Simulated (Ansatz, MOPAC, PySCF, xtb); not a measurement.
Dimer: HF (SMILES F) (first 2 atoms) with HI (SMILES I); geometry from B3LYP-D3(BJ)/def2-TZVP, rigid monomers moved along the line of their centres of mass till H2···I3 is 3.04 Å.
(charge 0, multiplicity 1):
```xyz
4

F     -0.07014     0.47503    -0.24116
H      0.00476     0.03463     0.57653
I      0.24424    -1.20226     3.34034
H      0.20554     0.26997     4.00689
```

Monomers are frozen at their geometry in the pair; levels with a basis set take the counterpoise correction.

The state that PM3 reach isn't checked.

Codes used: Ansatz (a quantum-chemistry and plane-wave program) with Gaussian orbitals; MOPAC for PM3 (differences of heats of formation); PySCF for the dispersion terms; xtb for the GFN methods. Each number belongs to the level named beside it. In def2 rows elements past Kr take small-core potentials, without spin–orbit coupling.

Task: One of these levels gives -6.0 kJ/mol for the interaction energy. Which one is it?
A. r2SCAN-D3(BJ)/def2-TZVPPD
B. GFN2-xTB
C. PM3

Result: B, GFN2-xTB. The others give 3.5 (PM3), -10.1 (r2SCAN-D3(BJ)/def2-TZVPPD)
